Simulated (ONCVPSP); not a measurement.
Reading a pseudo-wave (B)

Columns: radius, all-electron u(r) and pseudo u(r) of the 2p shell (level -4.06 eV) of boron in the configuration 1s2 2s1 2p2; PBE, scalar-relativistic, ONCV scheme, ONCVPSP 4.0.1.

| r (bohr) | all-electron | pseudo |
| --- | --- | --- |
| 0.138 | 0.0486 | 0.0199 |
| 0.275 | 0.1438 | 0.0759 |
| 0.413 | 0.2477 | 0.1605 |
| 0.550 | 0.3430 | 0.2609 |
| 0.688 | 0.4250 | 0.3656 |
| 0.825 | 0.4912 | 0.4615 |
| 0.963 | 0.5441 | 0.5416 |
| 1.100 | 0.5836 | 0.6002 |
| 1.238 | 0.6109 | 0.6378 |
| 1.375 | 0.6270 | 0.6560 |
| 1.513 | 0.6338 | 0.6593 |
| 1.650 | 0.6328 | 0.6521 |
| 1.788 | 0.6255 | 0.6382 |
| 1.925 | 0.6132 | 0.6206 |
| 2.062 | 0.5972 | 0.6008 |
| 2.200 | 0.5781 | 0.5796 |
| 2.338 | 0.5570 | 0.5574 |
| 2.475 | 0.5346 | 0.5346 |
| 2.613 | 0.5111 | 0.5111 |
| 2.750 | 0.4873 | 0.4873 |
| 2.888 | 0.4633 | 0.4633 |
| 3.025 | 0.4397 | 0.4397 |
| 3.162 | 0.4165 | 0.4165 |
| 3.300 | 0.3936 | 0.3936 |
| 3.438 | 0.3715 | 0.3715 |
| 3.575 | 0.3504 | 0.3504 |

(1) How many radial nodes do the two functions have?

(2) At about which radius was the pseudo-wave matched?

(3) Where does each function peak?

(4) Is the pseudo-wave norm-conserving?

Answers

(1) The all-electron 2p function has n − l − 1 = 0; the pseudo-wave has 0.

(2) 2.75 bohr. The columns agree to 0.0005 from 2.34 bohr on; several derivatives are matched, so the curves merge somewhat inside the radius.

(3) Outermost all-electron maximum near 1.51 bohr, pseudo maximum near 1.51 bohr (to the table’s step).

(4) Yes: the ONCV scheme keeps the norm inside the radius equal to the all-electron one, which fixes the energy derivative of the logarithmic derivative at the level.
